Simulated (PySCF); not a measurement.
C2H9AsIn, doublet, at a GFN2-xTB geometry (such geometries of metal compounds can be far from the true shape) (the spin is typed, not shown lowest) (all electrons, no relativity). Base run: B3LYP/STO-3G run with PySCF.

Geometry (Å):
```xyz
13

In     0.4658     0.6324     0.8342
C      1.4322     1.9091    -0.9270
H      2.5118     1.8002    -0.9989
H      1.1739     2.9538    -0.7664
H      0.9599     1.5482    -1.8404
C     -1.7958     1.0626     1.4374
H     -2.3806     0.1657     1.2370
H     -2.1194     1.8687     0.7817
H     -1.9144     1.3590     2.4768
As    -0.5551    -1.5587    -1.2489
H     -0.5995    -2.4804    -0.0674
H      0.9049    -1.8562    -1.4034
H     -0.8611    -2.7373    -2.1424
```
Charge 0, spin multiplicity 2.
Orbitals are unrestricted.
All else is at PySCF's defaults.
Base energy -7976.03202 Eh.

The base run was repeated with changes; each row names its change, and settings that it needs were set with it.

| change | ΔE vs base (mEh) | grid points | electrons on the grid | outcome |
|---|---|---|---|---|
| base | 0.000 | 158808 | 103.00000 | converged |
| grids.level = 5 | 0.001 | 389880 | 103.00000 | converged |
| grids.prune = dft.gen_grid.treutler_prune | 0.001 | 141640 | 103.00000 | converged |
| grids.level = 7 | 0.001 | 802024 | 103.00000 | converged |
| grids.becke_scheme = stratmann | 0.000 | 158808 | 103.00000 | converged |
| small_rho_cutoff = 0 | 0.000 | 158808 | 103.00000 | converged |
| grids.prune = dft.gen_grid.sg1_prune | - | - | - | input refused |
| grids.atom_grid = (75, 302) | -0.034 | 188144 | 103.00000 | converged |
| grids.atom_grid = (50, 194) | 0.248 | 85448 | 103.00002 | converged |
| grids.radi_method = mura_knowles | 0.000 | 150480 | 103.00000 | converged |
| grids.atom_grid = (30, 110) | -130.0 | 32016 | 103.00650 | converged |

Open shells are given as the SCF converged; they aren't shown to be the lowest states, and a large step between rows can be another state.

- grids.prune = dft.gen_grid.sg1_prune: ended with `IndexError: index 49 is out of bounds for axis 0 with size 19`
